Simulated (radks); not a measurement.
The numbers below are computed, except where a source is named.
The nuclear charge of neutral ruthenium is varied continuously with 44 electrons held in [Kr] 4d7 5s1. Code: a radial shooting solver on a logarithmic mesh with Libxc functionals. Model: scalar-relativistic Kohn-Sham, SCAN, spin-polarised, spherical densities, finite nucleus; open shells are filled with parallel spins first (spin-orbit coupling, left out, can overturn this in heavy ions); meta-GGA in the generalised Kohn-Sham scheme; Fermi nuclear charge, rms radius 4.4809 fm. By the Hellmann-Feynman theorem dE/dZ = E(electron-nucleus)/Z, the electronic potential at the nucleus (averaged over a nucleus of fixed radius). The scalar-relativistic energy here is not variational (the density holds large components alone), so the two differ by a part that grows with Z.

Z      E (hartree)  E(electron-nucleus)/Z (hartree)  HOMO  e(HOMO) (eV)  <r> HOMO (bohr)
43.75  -4469.71561                         -246.496    4d        -1.239            1.832
44     -4531.73919                         -248.448    4d        -3.525            1.727
44.25  -4594.25426                         -250.396    4d        -6.066            1.648
44.5   -4657.25875                         -252.341    4d        -8.834            1.584
44.75  -4720.75292                         -254.285    5s       -11.069            2.873
45     -4784.73621                         -256.228    5s       -13.270            2.779

The central difference of E at Z = 44 is -249.077 hartree, to compare with the third column; the second derivative is -7.86 hartree.
